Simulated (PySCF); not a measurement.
## Radial density of Se(3+) (selenium, charge +3)

UHF, [Ar] 3d10 4s2 4p1, 2P determinant. Computed with PySCF 2.14 in def2-SVP (5s4p3d, 32 functions), with no relativity, point nucleus.

```json
{"r (bohr)": "0.000825", "4πr²ρ (e/bohr)": "0.2147", "4πr²(ρα − ρβ)": "0.0000"}
{"r (bohr)": "0.00139", "4πr²ρ (e/bohr)": "0.5933", "4πr²(ρα − ρβ)": "0.0000"}
{"r (bohr)": "0.00233", "4πr²ρ (e/bohr)": "1.585", "4πr²(ρα − ρβ)": "0.0000"}
{"r (bohr)": "0.00392", "4πr²ρ (e/bohr)": "4.003", "4πr²(ρα − ρβ)": "0.0000"}
{"r (bohr)": "0.00660", "4πr²ρ (e/bohr)": "9.470", "4πr²(ρα − ρβ)": "0.0001"}
{"r (bohr)": "0.0111", "4πr²ρ (e/bohr)": "19.72", "4πr²(ρα − ρβ)": "0.0003"}
{"r (bohr)": "0.0187", "4πr²ρ (e/bohr)": "33.66", "4πr²(ρα − ρβ)": "0.0013"}
{"r (bohr)": "0.0314", "4πr²ρ (e/bohr)": "41.53", "4πr²(ρα − ρβ)": "0.0063"}
{"r (bohr)": "0.0528", "4πr²ρ (e/bohr)": "35.69", "4πr²(ρα − ρβ)": "0.0229"}
{"r (bohr)": "0.0889", "4πr²ρ (e/bohr)": "38.19", "4πr²(ρα − ρβ)": "0.0479"}
{"r (bohr)": "0.149", "4πr²ρ (e/bohr)": "48.98", "4πr²(ρα − ρβ)": "0.0236"}
{"r (bohr)": "0.251", "4πr²ρ (e/bohr)": "29.35", "4πr²(ρα − ρβ)": "-0.0017"}
{"r (bohr)": "0.423", "4πr²ρ (e/bohr)": "31.94", "4πr²(ρα − ρβ)": "0.1126"}
{"r (bohr)": "0.711", "4πr²ρ (e/bohr)": "20.84", "4πr²(ρα − ρβ)": "-0.0017"}
{"r (bohr)": "1.20", "4πr²ρ (e/bohr)": "4.295", "4πr²(ρα − ρβ)": "0.4182"}
{"r (bohr)": "2.01", "4πr²ρ (e/bohr)": "1.691", "4πr²(ρα − ρβ)": "0.5767"}
{"r (bohr)": "3.39", "4πr²ρ (e/bohr)": "0.1135", "4πr²(ρα − ρβ)": "0.0626"}
{"r (bohr)": "5.69", "4πr²ρ (e/bohr)": "0.001169", "4πr²(ρα − ρβ)": "0.0011"}
```
